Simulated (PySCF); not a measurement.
C₇H₁₁P.
SMILES with atom numbers: `[CH:1]1=[CH:2][CH2:3][P:4]([CH:5]2[CH2:6][CH2:7]2)[CH2:8]1`

Structure used (GFN2-xTB), in Å, numbered top down from 1:
```
atom  x, y, z in Å
C1    -2.2044    0.4442    0.3437
C2    -2.1146   -0.1839   -0.8147
C3    -1.0640   -1.2449   -0.9232
P4     0.0485   -1.0330    0.5656
C5     1.0485    0.3558   -0.1129
C6     2.3987    0.0401   -0.6900
C7     2.2990    0.7509    0.6187
C8    -1.2446    0.0213    1.4120
H9    -2.9312    1.2117    0.5624
H10   -2.7590    0.0074   -1.6592
H11   -1.5217   -2.2395   -0.9045
H12   -0.4805   -1.1709   -1.8443
H13    0.4731    1.1466   -0.5867
H14    2.7260   -0.9896   -0.6825
H15    2.7283    0.5946   -1.5565
H16    2.5605    1.7982    0.6598
H17    2.5588    0.2020    1.5126
H18   -0.7715    0.8679    1.9159
H19   -1.7597   -0.5697    2.1766
```

Probes without a nucleus sit at each ring's centroid and 1 Å off its mean plane on both sides; NICS is minus the shielding there, NICSzz its component along the normal. Level: GIAO PBE0/pcSseg-1 (PySCF, non-relativistic, gas phase) on the GFN2-xTB geometry, one conformer.

Ring bond lengths (Å), with Mayer bond orders in brackets: C1–C2 1.321 (1.91), C2–C3 1.497 (1.01), C3–P4 1.871 (0.97), P4–C8 1.871 (0.97), C8–C1 1.497 (1.01); C5–C6 1.502 (0.95), C6–C7 1.493 (0.99), C7–C5 1.502 (0.95).

Task: Give the NICS values of each ring in ppm.

Result: 
```csv
ring,type,NICS(0),"NICS(1), two faces","NICS(1)zz, two faces",rms pucker (Å),"centre to ring atoms, mean (Å)"
C1–C2–C3–P4–C8,"5-membered ring with P; formal bonds 1 double, 4 single",-3.5,-3.7 / -3.4,-5.0 / -5.5,0.10,1.36
C5–C6–C7,3-membered carbocycle; formal bonds all single,-44.3,-8.5 / -9.0,-21.2 / -24.7,0.00,0.87
```

Task: What can be read from them?

Result: 
- C1–C2–C3–P4–C8: mean NICS(1)zz -5.3 ppm, shielded. C3, C8 have four or more neighbours; no verdict on aromaticity is drawn.
- C5–C6–C7: mean NICS(1)zz -22.9 ppm, shielded. C5, C6, C7 have four or more neighbours; no verdict on aromaticity is drawn. The two faces differ by 3.5 ppm, so no symmetry operation interchanges them. NICS(0) lies 36 ppm below the mean NICS(1).
